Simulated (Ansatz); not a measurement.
Reaction (cleavage of the Si–Zn bond): `N[CH2][Zn][SiH3]` + `O[SiH2]S` → `O[SiH2]S[SiH3]` + `N[CH2][ZnH]`

Program: Ansatz. Geometries: PBE0-D4/def2-TZVP. ΔE: electronic, gas phase. CCSD(T)/CBS adds triple-zeta CCSD(T) − MP2 to the extrapolated MP2 energy (def2 sets, frozen cores). Functionals use def2-TZVPP. For Zn outer-core shells are correlated without core-valence functions, which leaves a few kJ/mol of doubt a bond. Scalar relativity is left out up to krypton. One conformer a species, not always the lowest.

| level | ΔE (kJ/mol) |
| --- | --- |
| PBE | -24.6 |
| MP2/def2-TZVPP | -53.5 |
| SCS-MP2/def2-TZVPP | -51.5 |
| SCS-MP2/def2-QZVPP | -51.5 |

Q: What does CCSD(T)/CBS give? (An estimate is asked.)

A: Ansatz gave: -43.2 kJ/mol. The listed levels differ from it by 18.6, -10.3, -8.3, -8.3 kJ/mol.

Largest T1 diagnostic among the species: 0.014.

From PBE to PBE0 (25 % exact exchange), in def2-TZVPP and without D4, ΔE moves by −8.4 kJ/mol. The D4 term adds −9.4 kJ/mol with B3LYP and −4.9 kJ/mol with PBE0; it sums over pairs of atoms, weighted by their polarisabilities, and B3LYP, whose exchange is more repulsive, gets the larger term.

B3LYP here is the variant with VWN-RPA as its local correlation; programs differ in this.
